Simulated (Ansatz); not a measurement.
ScCl₃. The state is a triplet with charge 0. Geometry r2SCAN-D4/def2-SVP.

```xyz
4

Sc   -0.002   -0.001    0.000
Cl    0.255   -2.338   -0.470
Cl    1.187    0.989    1.831
Cl   -1.439    1.350   -1.361
```

B3LYP takes the VWN-RPA correlation. At PBE0-D4/def2-TZVP a singlet of charge 0 lies 4.25 eV below the triplet, each at its own geometry. The structure comes from a short search, and lower isomers may exist.

Task: Estimate the α-spin orbital energies around the gap (eV) in Ansatz with HF/STO-3G, LDA (SPW92)/def2-TZVP, PBE-D4/def2-TZVP, r2SCAN-D4/def2-TZVP, B3LYP-D4/def2-TZVP.

Result: 
| orbital | HF/STO-3G | LDA (SPW92)/def2-TZVP | PBE-D4/def2-TZVP | r2SCAN-D4/def2-TZVP | B3LYP-D4/def2-TZVP |
| --- | --- | --- | --- | --- | --- |
| HOMO−9 | -18.50 | -9.75 | -9.53 | -9.90 | -10.67 |
| HOMO−8 | -17.56 | -9.38 | -9.20 | -9.62 | -10.33 |
| HOMO−7 | -16.71 | -9.38 | -9.20 | -9.61 | -10.33 |
| HOMO−6 | -11.56 | -9.16 | -8.99 | -9.39 | -10.12 |
| HOMO−5 | -10.91 | -9.15 | -8.99 | -9.39 | -10.12 |
| HOMO−4 | -10.53 | -8.91 | -8.80 | -9.24 | -9.93 |
| HOMO−3 | -10.14 | -8.73 | -8.54 | -8.89 | -9.64 |
| HOMO−2 | -10.09 | -8.73 | -8.54 | -8.89 | -9.64 |
| HOMO−1 | -9.99 | -8.70 | -8.51 | -8.88 | -9.63 |
| HOMO | -4.17 | -3.89 | -3.86 | -4.19 | -4.92 |
| LUMO | 4.33 | -3.17 | -2.77 | -2.45 | -1.60 |
| LUMO+1 | 5.72 | -3.17 | -2.77 | -2.45 | -1.60 |
| LUMO+2 | 6.55 | -2.84 | -2.49 | -2.30 | -1.47 |
| LUMO+3 | 6.63 | -2.83 | -2.49 | -2.30 | -1.47 |
| LUMO+4 | 7.54 | -1.08 | -0.89 | -0.44 | -0.45 |
| LUMO+5 | 9.03 | -0.49 | -0.29 | -0.20 | 0.33 |
| β HOMO | -9.78 | -8.54 | -8.37 | -8.69 | -9.07 |
| β LUMO | -3.63 | -8.41 | -8.15 | -8.34 | -7.96 |
